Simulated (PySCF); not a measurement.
H$_{2}$S, charge +1, doublet, geometry from GFN2-xTB (a state made from the parent by changing its charge; the spin is typed, not shown lowest).

The PySCF input:
```python
from pyscf import gto, scf, dft

mol = gto.M(
    atom='''
S    -0.00036152   -0.00213359    0.10390253
H    -0.03847239    1.00861520   -0.81100328
H     0.04425671   -0.97447779   -0.85143727
''',
    basis='def2-sv(p)',
    charge=1,
    spin=1,
    verbose=4,
)

mf = dft.UKS(mol)
mf.xc = 'r2scan'
mf.kernel()
mf.analyze()
```

### Question
What does this run give for the number of basis functions, total energy, nuclear repulsion energy, <S^2>?

### Answer

```yaml
number_of_basis_functions: 22
total_energy: -398.843274 Ha
nuclear_repulsion_energy: 12.6825 Eh
"<S^2>": 0.756
```

These values belong to the state on which the SCF converged, which isn't shown to be the lowest.
